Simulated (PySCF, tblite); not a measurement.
Isomers of C5H12Si2. All values are computed: GFN2-xTB (tblite) harmonic vibrations without scaling, gas phase. The method is semi-empirical: single wavenumbers can be off by several per cent or more. Modes of hydrogen on silicon can be 10 to 20 % off. One conformer each.

Electronic energies: PBE0/pcSseg-1 single points on the GFN2-xTB geometries (PySCF, gas phase).

```json
{"SMILES": "C#CCC(C)([SiH3])[SiH3]", "electronic energy, lowest = 0 (kcal/mol)": "44.2"}
{"SMILES": "CC#C[SiH2]CC[SiH3]", "electronic energy, lowest = 0 (kcal/mol)": "21.9"}
{"SMILES": "C[C@H]1C[SiH2]C=C1[SiH3]", "electronic energy, lowest = 0 (kcal/mol)": "0.0"}
```

Q: How do GFN2-xTB zero-point energies change the relative energies?

A: 
```csv
SMILES,ZPE (kcal/mol),of it from modes above 1550 cm⁻¹,electronic (kcal/mol),"with ZPE, lowest = 0 (kcal/mol)",lowest mode (cm⁻¹),rings
C[C@H]1C[SiH2]C=C1[SiH3],90.8,48.3,0.0,0.0,24,1
CC#C[SiH2]CC[SiH3],88.6,49.1,21.9,19.7,24,0
C#CCC(C)([SiH3])[SiH3],87.2,48.7,44.2,40.6,65,0
```

The zero-point energies span 3.6 kcal/mol, from `C#CCC(C)([SiH3])[SiH3]` to `C[C@H]1C[SiH2]C=C1[SiH3]`. The order is unchanged.

Q: And how do the electronic energies of GFN2-xTB itself compare?

A: `C[C@H]1C[SiH2]C=C1[SiH3]` 0.0; `CC#C[SiH2]CC[SiH3]` 25.7; `C#CCC(C)([SiH3])[SiH3]` 29.9 kcal/mol, lowest = 0. Against the energies above, taken from the same isomer `C[C@H]1C[SiH2]C=C1[SiH3]`, the largest difference is 14.3 kcal/mol.
